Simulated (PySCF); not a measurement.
Be(NH2)(SiH3), SMILES [NH2][Be][SiH3] at its PBE0/def2-SVP optimised geometry (Å):

```
8

Be     0.3412     0.3175     0.0000
N      1.8432     0.3175     0.0000
H      2.4348     1.0955     0.2760
H      2.4340    -0.4611    -0.2757
Si    -1.8306     0.2914     0.0064
H     -2.4099     0.8236     1.2854
H     -2.3700    -1.1022    -0.1488
H     -2.4348     1.1022    -1.1029
```

Level of theory: PySCF with PBE0/def2-TZVP. Cells within 0.4 Å of a nucleus heavier than hydrogen are left out (blank, or x).

Map of the Laplacian of the electron density (e/bohr⁵), clipped to [-1.50, 1.50] on the plane z = 0.0 Å:

```
|555555555555555555555555555|
|555555555555555555555555555|
|555555555555555555555555555|
|555555555555555555555555555|
|555555555555555555555555555|
|555555555555555555555555555|
|555555555555555555555555555|
|555555555555555555555555555|
|555555555555555555555555555|
|555555555555555555555555555|
|555555556544455555543555555|
|55555569994448x854x04555555|
|5555559xx9444xxx40xx5555555|
|5555558xx94449x953xx4555555|
|555555468544455555543555555|
|555554434555555555555555555|
|555554035555555555555555555|
|555555455555555555555555555|
|555555555555555555555555555|
|555555555555555555555555555|
|555555555555555555555555555|
|555555555555555555555555555|
|555555555555555555555555555|
|555555555555555555555555555|
|555555555555555555555555555|
|555555555555555555555555555|
|555555555555555555555555555|
```
Scale: ten equal steps from -1.50 (start of '0') to 1.50 (end of '9'), in the order '0123456789'; x runs from -4.50 to 4.50, y from -4.50 (bottom) to 4.50 (top).
